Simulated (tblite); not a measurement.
Compound: C6H7B2F.
Numbering: `[F:1]/[CH:2]=[CH:3]/[C:4]1=[CH:5][BH:6][CH:7]=[CH:8][BH:9]1` (hydrogens: H10 on C2; H11 on C3; H12 on C5; H13 on B6; H14 on C7; H15 on C8; H16 on B9)

Computed with GFN2-xTB (tblite), gas phase: L-BFGS steps from a force-field or distance-geometry start until the largest atomic force falls under 0.01 eV/Å.

The end geometry, which sets the zero of energy:
```
atom  x, y, z in Å
F1      4.1323    0.1786    0.1105
C2      2.8152    0.4389    0.1518
C3      1.9159   -0.4723   -0.2039
C4      0.4817   -0.2592   -0.1525
C5     -0.3523   -1.3067   -0.4057
B6     -1.8697   -1.2150   -0.1498
C7     -2.4698    0.1708    0.2094
C8     -1.6613    1.2262    0.4380
B9     -0.1809    1.1453    0.0083
H10     2.6109    1.4405    0.4981
H11     2.2698   -1.4470   -0.5182
H12     0.1041   -2.2557   -0.6777
H13    -2.5197   -2.1872   -0.0681
H14    -3.5370    0.2903    0.3750
H15    -2.1002    2.1595    0.7804
H16     0.3535    2.1019   -0.4070
```

**Question.** These geometries come from the run, each turned onto the end geometry. Order them by energy, lowest first.
A.
```
atom  x, y, z in Å
F1      4.1402    0.1911    0.0192
C2      2.8246    0.4489    0.1009
C3      1.9163   -0.4786   -0.1849
C4      0.4809   -0.2709   -0.1074
C5     -0.3551   -1.3092   -0.3934
B6     -1.8733   -1.2192   -0.1407
C7     -2.4880    0.1741    0.1562
C8     -1.6803    1.2202    0.4266
B9     -0.1747    1.1325    0.1016
H10     2.6331    1.4638    0.4142
H11     2.2662   -1.4621   -0.4784
H12     0.0938   -2.2523   -0.7008
H13    -2.5054   -2.1987   -0.0067
H14    -3.5619    0.3105    0.2510
H15    -2.1293    2.1580    0.7398
H16     0.4053    2.1010   -0.2086
```
B.
```
atom  x, y, z in Å
F1      4.1592    0.1035   -0.0761
C2      2.8620    0.4364    0.0526
C3      1.9077   -0.4558   -0.1896
C4      0.4752   -0.2363   -0.0856
C5     -0.3426   -1.2944   -0.3437
B6     -1.8708   -1.2370   -0.1256
C7     -2.5096    0.1579    0.1315
C8     -1.7231    1.2255    0.3740
B9     -0.1895    1.1577    0.1596
H10     2.7491    1.4623    0.3621
H11     2.2270   -1.4507   -0.4805
H12     0.1273   -2.2337   -0.6243
H13    -2.5033   -2.2223   -0.0319
H14    -3.5879    0.2712    0.2074
H15    -2.1959    2.1717    0.6256
H16     0.4078    2.1528    0.0329
```
C.
```
atom  x, y, z in Å
F1      4.1480    0.1466   -0.0317
C2      2.8401    0.4403    0.0630
C3      1.9086   -0.4742   -0.1830
C4      0.4761   -0.2513   -0.1020
C5     -0.3464   -1.3014   -0.3789
B6     -1.8652   -1.2228   -0.1381
C7     -2.4968    0.1717    0.1125
C8     -1.7018    1.2194    0.4130
B9     -0.1819    1.1466    0.1439
H10     2.6760    1.4690    0.3409
H11     2.2360   -1.4711   -0.4567
H12     0.1170   -2.2437   -0.6634
H13    -2.4866   -2.2044    0.0239
H14    -3.5744    0.3000    0.1699
H15    -2.1702    2.1495    0.7216
H16     0.4140    2.1348   -0.0462
```
D.
```
atom  x, y, z in Å
F1      4.1412    0.1926   -0.1088
C2      2.8318    0.4469    0.0524
C3      1.9056   -0.4487   -0.2731
C4      0.4730   -0.2612   -0.1176
C5     -0.3397   -1.3451   -0.2405
B6     -1.8766   -1.2504   -0.0891
C7     -2.4930    0.1578    0.1789
C8     -1.7063    1.2447    0.2901
B9     -0.1648    1.1506    0.1410
H10     2.6633    1.4235    0.4759
H11     2.2377   -1.4022   -0.6660
H12     0.1269   -2.3082   -0.4356
H13    -2.5550   -2.2028   -0.1717
H14    -3.5676    0.2797    0.2835
H15    -2.1700    2.2099    0.4773
H16     0.4862    2.1217    0.1920
```
E.
```
atom  x, y, z in Å
F1      4.1667    0.1892   -0.1171
C2      2.8587    0.4425    0.0427
C3      1.9332   -0.4572   -0.2801
C4      0.4962   -0.2661   -0.1277
C5     -0.3390   -1.3420   -0.2292
B6     -1.8811   -1.2439   -0.0893
C7     -2.5018    0.1649    0.1802
C8     -1.7186    1.2574    0.2910
B9     -0.1669    1.1583    0.1441
H10     2.6144    1.4007    0.4854
H11     2.2954   -1.4062   -0.6734
H12     0.1019   -2.3257   -0.4227
H13    -2.5686   -2.2010   -0.1757
H14    -3.5846    0.2651    0.2844
H15    -2.1869    2.2289    0.4731
H16     0.4734    2.1440    0.2029
```

**Answer.** A (0.005 eV), C (0.010 eV), B (0.019 eV), D (0.034 eV), E (0.074 eV).

In the order of the answer:

| step | E above end (eV) | largest force (eV/Å) | rms force component (eV/Å) | rms distance from end (Å) | rms bond change (Å) | bond most changed (Å) |
| --- | --- | --- | --- | --- | --- | --- |
| 62 | 0.005 | 0.07 | 0.020 | 0.080 | 0.001 | C4–B9 +0.002 |
| 42 | 0.010 | 0.06 | 0.020 | 0.136 | 0.001 | C4–B9 +0.003 |
| 32 | 0.019 | 0.11 | 0.035 | 0.161 | 0.003 | C8–B9 +0.006 |
| 13 | 0.034 | 0.04 | 0.013 | 0.214 | 0.004 | C4–B9 +0.009 |
| 2 | 0.074 | 0.44 | 0.145 | 0.220 | 0.011 | C4–B9 +0.033 |

The cost below is that of the whole relaxation. Hardware: one thread of an Arm Neoverse N1, shared host with 64 logical CPUs at a one-minute load of 20. Cost: 0.77 s.
